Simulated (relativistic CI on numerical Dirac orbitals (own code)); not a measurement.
## Line list: Forbidden lines, Cr⁹⁺

Calculated at this level of theory: Dirac-Coulomb-Breit CI, separate exchange-only KLI orbitals for each configuration, QED by a radiative potential, unscaled Slater integrals (own radial code, finite nucleus).

Configurations in the expansion (outside the closed core [Ne]): 3s2.3p3, 3s.3p4, 3s2.3p2.3d, 3p5, 3s.3p3.3d, 3p4.3d, 3s.3p2.3d2, 3s2.3p2.4s, 3s2.3p2.4p, 3s2.3p.3d.4p, 3p4.4s, 3p4.4p, 3s2.3p2.4d, 3s2.3p.3d2, 3s2.3d3, 3s.3p.3d3, 3s2.3d2.4s, 3s2.3d2.4p, 3s2.3d2.4d, 3p3.3d2, 3p2.3d3, 3p2.3d2.4s, 3p2.3d2.4p, 3p2.3d2.4d, 3s2.3p.3d.4s, 3s.3p.3d2.4s, 3s2.3d.4s2, 3s2.3d.4s.4p, 3s2.3d.4s.4d. Double excitations out of closed p, d and f shells are left out; levels of such configurations are missing from the list, as are those of other unlisted configurations, and high levels can miss mixing partners.

```
λ vac (nm)                   Lower                   Upper  Type   A (s⁻¹)  log gf
    25.503     3s2.3p3 2D°_5/2 [3]  3s2.3p2.3d 2G_9/2 [25]    M2  5.25e+00   -9.29
    29.445     3s2.3p3 2D°_5/2 [3]  3s2.3p2.3d 4F_9/2 [17]    M2  2.26e+01   -8.53
    49.540       3s.3p4 4P_5/2 [6]  3s2.3p2.3d 2G_9/2 [25]    E2  5.87e+00   -8.67
    66.954       3s.3p4 4P_5/2 [6]  3s2.3p2.3d 4F_9/2 [17]    E2  6.05e+01   -7.39
    70.479      3s.3p4 2D_5/2 [10]  3s2.3p2.3d 2G_9/2 [25]    E2  2.63e+01   -7.71
    140.69     3s2.3p3 4S°_3/2 [1]     3s2.3p3 2P°_3/2 [5]    M1  1.42e+02   -6.77
    147.12     3s2.3p3 4S°_3/2 [1]     3s2.3p3 2P°_1/2 [4]    M1  6.74e+01   -7.36
    175.87  3s2.3p2.3d 4F_7/2 [16]  3s2.3p2.3d 2G_9/2 [25]    M1  2.15e+01   -7.00
    190.48  3s2.3p2.3d 4F_9/2 [17]  3s2.3p2.3d 2G_9/2 [25]    M1  4.60e+01   -6.60
    231.77     3s2.3p3 4S°_3/2 [1]     3s2.3p3 2D°_5/2 [3]    E2  6.04e-02   -9.53
    231.77     3s2.3p3 4S°_3/2 [1]     3s2.3p3 2D°_5/2 [3]    M1  3.67e-01   -8.75
    244.87     3s2.3p3 4S°_3/2 [1]     3s2.3p3 2D°_3/2 [2]    M1  1.35e+01   -7.31
    268.23  3s2.3p2.3d 2F_7/2 [23]  3s2.3p2.3d 2G_9/2 [25]    M1  3.74e+00   -7.39
    330.69     3s2.3p3 2D°_3/2 [2]     3s2.3p3 2P°_3/2 [5]    M1  6.00e+01   -6.40
    358.03     3s2.3p3 2D°_5/2 [3]     3s2.3p3 2P°_3/2 [5]    M1  2.76e+01   -6.67
    368.55     3s2.3p3 2D°_3/2 [2]     3s2.3p3 2P°_1/2 [4]    M1  2.73e+01   -6.95
    2293.1  3s2.3p2.3d 4F_7/2 [16]  3s2.3p2.3d 4F_9/2 [17]    M1  2.14e+00   -5.77
    4330.6     3s2.3p3 2D°_3/2 [2]     3s2.3p3 2D°_5/2 [3]    M1  1.22e-01   -6.69
```

Terms are leading LS components. Brackets give the number of a level in order of energy, since labels repeat. The list gives strong lines, with weight on those to low levels, among the lowest 200 of 3303 levels, so that lines to higher ones, which can be the strongest, are missing. Levels whose partners in the same complex of configurations lie outside the list can be far off, and so can their lines. Rates are taken at the computed energies, electric ones in the length gauge.

At this charge energies of transitions that change n are usually good to better than 1 %, and those within a shell (Δn = 0) to a few per cent.

Problem. From the table, what is the radiative lifetime of 3s2.3p2.3d 2G_9/2?

Solution. The listed rates from this level add up to about 1.09e+02 s⁻¹, 98 % of its decay; with all channels τ = 9.01e-03 s.

LS names give the leading component of a level, which can be under half, so a name can repeat, a term be missing and a line seem to break the LS rules.
